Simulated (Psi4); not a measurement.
Na2, charge +1, doublet, at a GFN2-xTB geometry (such geometries of metal compounds can be far from the true shape) (a state made from the parent by changing its charge; the spin is typed, not shown lowest). Base run: Psi4 with HF/6-311G**.

The Psi4 input:
```
memory 2 GB

molecule mol {
1 2
Na   -0.000000   -0.000000   -1.650642
Na    0.000000    0.000000    1.650642
}

set {
  basis 6-311g**
  reference uhf
}

energy('scf')
print_variables()
```

The base run was repeated with changes; each row names its change, and settings that it needs were set with it.

| change | basis functions | E (Eh) |
|---|---|---|
| base | 52 | -323.54272 |
| basis = cc-pVTZ-DK; relativity = none (with scf_type pk) | 68 | -323.48738 |
| basis = cc-pVDZ-DK; relativity = spin-free X2C (with scf_type pk) | 36 | -323.97389 |
| basis = cc-pVDZ-DK; relativity = none (with scf_type pk) | 36 | -323.49748 |
| basis = cc-pVTZ-DK; relativity = spin-free X2C (with scf_type pk) | 68 | -323.98484 |

Totals shift with the method and basis; they matter in differences.

Open shells are given as the SCF converged; they aren't shown to be the lowest states, and a large step between rows can be another state.

Basis sets contracted for a relativistic Hamiltonian are a mismatch without it, so the rows without relativity aren't non-relativistic limits. No row has spin-orbit coupling; sets with core potentials leave out the core electrons.
